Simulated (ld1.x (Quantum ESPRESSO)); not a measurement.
fluorine (F): excitation energies, all-electron against TM

F, norm-conserving Troullier–Martins (Kleinman–Bylander form), made with ld1.x (Quantum ESPRESSO) 7.5 (BLYP, scalar-relativistic). Core [He], reference 2s1 2p6. Waves: 2s (bound): rc 0.75 bohr; 2p (bound): rc 1.70 bohr; 3d channel at 0.4 Ry: rc 1.40 bohr. Local part: the d channel. Core correction: none.

Energies are relative to the spin-unpolarised reference configuration 2s1 2p6; without spin polarisation the order of configurations can differ from experiment. The frozen-core shift is the all-electron ΔE with the core orbitals held at their reference shape minus the fully relaxed ΔE.

```json
{"valence configuration": "2s2 2p5", "charge": "0", "ΔE all-electron (eV)": "-18.685", "error AE − PS (meV)": "+6.9", "frozen-core shift (meV)": "+0.4"}
{"valence configuration": "2s2 2p4", "charge": "+1", "ΔE all-electron (eV)": "0.716", "error AE − PS (meV)": "+228", "frozen-core shift (meV)": "+0.4"}
{"valence configuration": "2s2 2p3", "charge": "+2", "ΔE all-electron (eV)": "39.125", "error AE − PS (meV)": "+908", "frozen-core shift (meV)": "+0.8"}
{"valence configuration": "2s2 2p1", "charge": "+4", "ΔE all-electron (eV)": "185.738", "error AE − PS (meV)": "+6221", "frozen-core shift (meV)": "+14"}
{"valence configuration": "2s2 2p4.5", "charge": "+0.5", "ΔE all-electron (eV)": "-11.137", "error AE − PS (meV)": "+84", "frozen-core shift (meV)": "+0.4"}
{"valence configuration": "2s2 2p2", "charge": "+3", "ΔE all-electron (eV)": "99.823", "error AE − PS (meV)": "+2622", "frozen-core shift (meV)": "+3.6"}
```

(1) What are ΔE and the potential's error for 2s2 2p5.3?

Levels in the configuration 2s2 2p4:

| level | all-electron (eV) | pseudo (eV) |
| --- | --- | --- |
| 2s | -47.252 | -47.095 |
| 2p | -28.323 | -27.942 |

Answers

(1) ΔE = -21.358 eV all-electron; the error (AE − PS) is -20 meV.

ld1.x printed “convergence not achieved” for 7 of the counted tests; their residual had stalled under 1e-8, short of the target of 1e-14.
